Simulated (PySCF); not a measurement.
## How the functional moves excitation energies

GeH₆S₂Si.
InChI=1S/GeH6S2Si/c2-1-3-4/h2H,1H2,4H3

Linear-response calculations in the def2-SVPD basis (PySCF; singlets by full response, triplets Tamm–Dancoff, core orbitals frozen in the response; HF means time-dependent Hartree–Fock). 'Strongest' is the level of largest summed f among the singlets computed (10 roots, of which the last may lack a degenerate partner); it can jump between rows when another state enters that window. S1 is the lowest singlet of each run and needn't be the same state throughout; f(S1) is that of one state. The structure is a single PBE0-D3(BJ)/def2-SVP conformer in the gas phase; no vibrational or solvent corrections. The LDA/def2-SVPD calculation is non-relativistic and has no spin–orbit coupling, an omission that weighs most on germanium.

```json
{"functional": "LDA", "kind": "LDA", "S1 (eV)": "4.72", "f(S1)": "0.011", "strongest (eV)": "5.34", "T1 (eV)": "4.40", "HOMO (eV)": "-6.32", "gap (eV)": "4.53", "ionisation energy, ΔSCF (eV)": "9.28"}
{"functional": "PBE", "kind": "GGA", "S1 (eV)": "4.82", "f(S1)": "0.012", "strongest (eV)": "5.42", "T1 (eV)": "4.45", "HOMO (eV)": "-6.25", "gap (eV)": "4.64", "ionisation energy, ΔSCF (eV)": "9.18"}
{"functional": "B3LYP", "kind": "global hybrid, 20% exact exchange", "S1 (eV)": "5.18", "f(S1)": "0.017", "strongest (eV)": "5.82", "T1 (eV)": "4.76", "HOMO (eV)": "-7.17", "gap (eV)": "6.16", "ionisation energy, ΔSCF (eV)": "9.17"}
{"functional": "PBE0", "kind": "global hybrid, 25% exact exchange", "S1 (eV)": "5.39", "f(S1)": "0.019", "strongest (eV)": "6.02", "T1 (eV)": "4.92", "HOMO (eV)": "-7.42", "gap (eV)": "6.68", "ionisation energy, ΔSCF (eV)": "9.23"}
{"functional": "BHandHLYP", "kind": "global hybrid, 50% exact exchange", "S1 (eV)": "5.73", "f(S1)": "0.021", "strongest (eV)": "7.57", "T1 (eV)": "5.24", "HOMO (eV)": "-8.44", "gap (eV)": "8.54", "ionisation energy, ΔSCF (eV)": "9.31"}
{"functional": "CAM-B3LYP", "kind": "range-separated hybrid", "S1 (eV)": "5.53", "f(S1)": "0.020", "strongest (eV)": "7.36", "T1 (eV)": "5.06", "HOMO (eV)": "-8.67", "gap (eV)": "8.84", "ionisation energy, ΔSCF (eV)": "9.39"}
{"functional": "wB97X-D", "kind": "range-separated hybrid", "S1 (eV)": "5.62", "f(S1)": "0.021", "strongest (eV)": "7.48", "T1 (eV)": "5.19", "HOMO (eV)": "-9.22", "gap (eV)": "10.13", "ionisation energy, ΔSCF (eV)": "9.43"}
{"functional": "LC-wPBE", "kind": "range-separated hybrid", "S1 (eV)": "5.90", "f(S1)": "0.020", "strongest (eV)": "7.95", "T1 (eV)": "5.37", "HOMO (eV)": "-10.05", "gap (eV)": "11.31", "ionisation energy, ΔSCF (eV)": "9.55"}
{"functional": "HF", "kind": "Hartree–Fock", "S1 (eV)": "6.38", "f(S1)": "0.013", "strongest (eV)": "8.26", "T1 (eV)": "5.79", "HOMO (eV)": "-10.12", "gap (eV)": "12.09", "ionisation energy, ΔSCF (eV)": "not settled"}
```

S1 runs from 4.72 eV (LDA) to 6.38 eV (HF), a spread of 1.66 eV, while the orbital gap spreads over 7.6 eV. Along PBE (0%), B3LYP (20%), PBE0 (25%), BHandHLYP (50%), HF (100%) S1 rises with the share of exact exchange. −ε(HOMO) comes closest to its own ΔSCF ionisation energy with wB97X-D (-0.21 eV) and misses most with LDA (-2.97 eV). 'Not settled' means that the ion's SCF failed to converge or may have ended in another state than the lowest.

Without π bonds the low states are Rydberg-like; a valence basis with one diffuse set may place them up to an eV too high.
